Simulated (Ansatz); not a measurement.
One change: `OC(O)(O)[SiH2]F` becomes `OC(O)(O)[SiH3]`.

Ansatz, PBE0-D4/def2-TZVP geometries, multiplicity 1. Each molecule was computed in one conformer, which needn't be the lowest.

```tsv
property	`OC(O)(O)[SiH2]F`
LUMO energy (B3LYP/def2-TZVPP) / eV	-0.16
LUMO energy (PBE/def2-TZVPP) / eV	-0.79
HOMO energy (PBE/def2-TZVPP) / eV	-6.52
size of the dipole moment (ωB97M-V/def2-TZVPP) / D	1.20
HOMO–LUMO gap (PBE/def2-TZVPP) / eV	5.73
HOMO–LUMO gap (ωB97M-V/def2-TZVPP) / eV	12.10
```

Problem. Give the same properties after the change, and the shifts. (An estimate is asked.)

Solution. Computed: 
| property | `OC(O)(O)[SiH3]` | shift |
| --- | --- | --- |
| LUMO energy (B3LYP/def2-TZVPP) / eV | 0.15 | 0.31 |
| LUMO energy (PBE/def2-TZVPP) / eV | -0.39 | 0.40 |
| HOMO energy (PBE/def2-TZVPP) / eV | -6.39 | 0.13 |
| size of the dipole moment (ωB97M-V/def2-TZVPP) / D | 1.30 | 0.10 |
| HOMO–LUMO gap (PBE/def2-TZVPP) / eV | 6.00 | 0.27 |
| HOMO–LUMO gap (ωB97M-V/def2-TZVPP) / eV | 12.10 | 0.00 |

With PBE0 the HOMO rises by 0.17 eV and the LUMO rises by 0.34 eV, so the gap widens by about 0.17 eV. PBE moves the HOMO by 0.13 eV and ωB97M-V by 0.17 eV. Dipoles are sizes alone; their direction can turn.

B3LYP here is the variant with VWN-RPA as its local correlation; programs differ in this.
